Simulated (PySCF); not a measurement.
Compound: Si(OH)Me3, C3H10OSi.
Structure used (PBE0-D3(BJ)/def2-SVP), in Å, numbered top down from 1:
```xyz
15
C3H10OSi angstrom
Si    -0.0245    0.0342    0.3030
O     -0.0374    0.0833    1.9829
H      0.4020   -0.6468    2.4271
C      1.7432    0.0182   -0.3319
H      1.7680    0.0806   -1.4319
H      2.2718   -0.9043   -0.0421
H      2.3109    0.8731    0.0678
C     -0.9089    1.5884   -0.2355
H     -1.0015    1.6296   -1.3322
H     -0.3633    2.4857    0.0948
H     -1.9216    1.6310    0.1944
C     -0.9249   -1.4950   -0.3131
H     -1.9570   -1.5269    0.0701
H     -0.4174   -2.4202    0.0048
H     -0.9722   -1.5071   -1.4141
```

Method: PySCF, TDDFT CAM-B3LYP/def2-SVPD, vertical, gas phase, core orbitals frozen in the response.

Ground-to-excited transition dipoles (e·a0, same axes as the geometry; the sign carries no meaning), for the states with f of 0.002 or more among the lowest 7:

| state | E (hartree) | μx | μy | μz |
| --- | --- | --- | --- | --- |
| S1 | 0.2651 | 0.444 | 0.264 | -0.004 |
| S2 | 0.2879 | 0.281 | -0.479 | -0.144 |
| S3 | 0.2995 | 0.339 | 0.203 | 0.000 |
| S4 | 0.3135 | -0.199 | 0.324 | -0.195 |
| S5 | 0.3242 | 0.100 | 0.053 | -0.013 |
| S6 | 0.3269 | -0.053 | 0.098 | 0.357 |
| S7 | 0.3311 | -0.222 | -0.125 | -0.002 |

Task: Work out the oscillator strengths.

Result: f = (2/3) ΔE |μ|² with ΔE in hartree (27.2114 eV).

```
state  |μ|² (au)  |μ| (D)      f
   S1      0.267     1.31  0.047
   S2      0.329     1.46  0.063
   S3      0.156     1.00  0.031
   S4      0.183     1.09  0.038
   S5      0.013     0.29  0.003
   S6      0.140     0.95  0.031
   S7      0.065     0.65  0.014
```

Task: Which bond between heavy atoms lies closest to the direction of the S2 transition dipole?

Result: Si1–C8, at 31° from it; next Si1–C4 at 56°.

Task: What angle do the transition dipoles of S3 and S4 make?

Result: |cos θ| = |μa·μb| / (|μa| |μb|) = 0.01, so θ ≈ 89° (taken between 0 and 90°, since the signs are arbitrary).

Task: How is the summed strength of these states shared among x, y and z?

Result: (2/3) Σ ΔE μα² gives 0.095 for x, 0.093 for y and 0.040 for z, 0.227 in all.

Task: What peak molar absorption coefficient would the strongest computed level give as a lone Gaussian band 0.4 eV wide at half height?

Result: ε(max) = 2.175×10⁸ f / FWHM, with the width in cm⁻¹. S2: 2.175×10⁸ × 0.0632 / 3226 ≈ 4300 L mol⁻¹ cm⁻¹.

All these states lie below the vertical ionisation energy of 10.26 eV (ΔSCF).

The run took 4.1 min wall, 3.1 min CPU (with the writing of density and orbital grids) on Intel Xeon at 2.50 GHz, one thread, shared host with 64 logical CPUs at a one-minute load of 63, and the process peaked at 1.1 GiB of memory.

Without π bonds the low states may be Rydberg-like; a valence basis with one diffuse set may place them up to an eV too high.
